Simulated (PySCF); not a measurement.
Method: PBE-D3(BJ)/def2-TZVP // BP86-D3(BJ)/def2-SVP in PySCF. Isolated molecules, 0 K electronic values unless said otherwise. One relaxed conformer stands for a flexible species; it need not be the lowest. 

Reference species: [Nb(Cl)5] (neutral, multiplicity 1).

The HOMO is -7.85 eV and the charge on the central atom (Mulliken) is 1.11 e. The coordination number comes out as 5.

Changed species: [Nb(Cl)3(OH)2] (2 of 5 Cl replaced by OH; the reference has 0 of 5 Cl replaced by OH).

**Question.** Give the shifts of the HOMO, charge on the central atom (Mulliken) and coordination number.

**Answer.** the HOMO increases by 0.46 eV, to -7.39 eV; the charge on the central atom (Mulliken) rises by 0.39 e, to 1.50 e; the coordination number hardly moves.
